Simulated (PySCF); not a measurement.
C3H10OSi2, SMILES [C@H]1(OC[Si@@H]1C)[SiH3]. Heavy atoms are numbered as in [CH3:1][Si@H:2]1[CH2:3][O:4][C@H:5]1[SiH3:6]. Hydrogens are named by the atom that carries them.

Coordinates come from a PBE0-D3(BJ)/def2-SVP optimisation. The structure was generated by enumeration; whether it is a known compound was not checked.

Calculation: M06-2X/def2-TZVP in PySCF.

Atomic charges (e), one atom of each kind:

| atom | meta-Löwdin | Löwdin |
|---|---|---|
| C1 (CH3) | -0.60 | -0.46 |
| Si2 (SiH) | 0.77 | 0.34 |
| C3 (CH2) | -0.24 | -0.41 |
| O4 | -0.42 | 0.13 |
| C5 (CH) | -0.35 | -0.51 |
| Si6 (SiH3) | 0.50 | 0.26 |
| H on C1 | 0.13 | 0.13 |
| H on Si2 | -0.10 | -0.03 |
| H on C3 | 0.11 | 0.12 |
| H on C5 | 0.12 | 0.14 |
| H on Si6 | -0.10 | -0.04 |

Computed Mayer and Wiberg (Löwdin basis) orders of the bonds:
| bond | Mayer | Wiberg |
|---|---|---|
| C1–Si2 | 0.97 | 1.22 |
| Si2–C3 | 0.97 | 1.06 |
| C3–O4 | 0.94 | 1.43 |
| Si2–C5 | 0.93 | 1.02 |
| O4–C5 | 0.90 | 1.38 |
| C5–Si6 | 0.97 | 1.16 |
